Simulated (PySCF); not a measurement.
**Exercise with solution: refractive index and permittivity of the vapour**

Si(Cl)2(Me)(OH) (CH4Cl2OSi), SMILES O[Si](Cl)(Cl)C.

Coordinates come from a PBE-D3(BJ)/def2-SVP optimisation. Other conformers were not sampled.

PySCF with PBE/def2-TZVP gives a mean static polarisability of 64.5 bohr³ and a dipole moment of 0.99 D. Take an ideal gas at 298.15 K and 1 bar, whether or not the substance is that volatile.

**Question.** Work out n − 1 in the optical limit and the static ε − 1.

**Answer.** 
Polarisability volume α' = 64.5 × 0.148185 = 9.56 Å³. Number density N = p/kT = 2.43e-5 Å⁻³.
Dilute limit of Lorentz–Lorenz: n − 1 = 2π N α' = 0.0015.
Orientation term of Debye: μ²/(3kT) = 8.098 Å³ × μ²(D²) = 7.94 Å³.
ε − 1 = 4π N (α' + μ²/3kT) = 0.0053. Orientation of the dipole supplies 45 % of the static response; it can't follow optical fields. Vibrational polarisation and dispersion are left out.
